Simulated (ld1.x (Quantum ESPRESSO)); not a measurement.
chlorine (Cl): excitation energies, all-electron against ultrasoft

ld1.x (Quantum ESPRESSO) 7.5 input, shortened:

```
&input
   title='Cl', zed=17., rel=1, dft='PBE', iswitch=3,
   config='[Ne] 3s1.5 3p5.5 3d-2'
 /
 &inputp
   pseudotype=3, tm=.true., lloc=-1, rcloc=1.45,
   nlcc=.false.,
   which_augfun='PSQ', rmatch_augfun_nc=.true.
 /
6
3S  1  0   1.50   0.00  1.25  1.40  0.0
3S  1  0   0.00  -0.40  1.25  1.40  0.0
3P  2  1   5.50   0.00  1.25  1.65  0.0
3P  2  1   0.00   3.55  1.25  1.65  0.0
3D  3  2  -2.00  -0.15  1.30  1.50  0.0
3D  3  2  -2.00   2.50  1.30  1.50  0.0
 &test
   configts(1)='3s1.5 3p5.5'
 /
```

Energies are relative to the spin-unpolarised reference configuration 3s1.5 3p5.5; without spin polarisation the order of configurations can differ from experiment.

```csv
valence configuration,charge,ΔE all-electron (eV),error AE − PS (meV)
3s2 3p5,0,-6.063,+0.3
3s2 3p4,+1,7.813,-0.1
3s2 3p3,+2,33.260,+4.4
3s1 3p5,+1,20.522,-1.1
3s2 3p1,+4,123.810,+95
3s2 3p2,+3,71.567,+27
```

Task: What are ΔE and the potential's error for 3s2 3p4.5?

Result: ΔE = -0.480 eV all-electron; the error (AE − PS) is -0.1 meV.
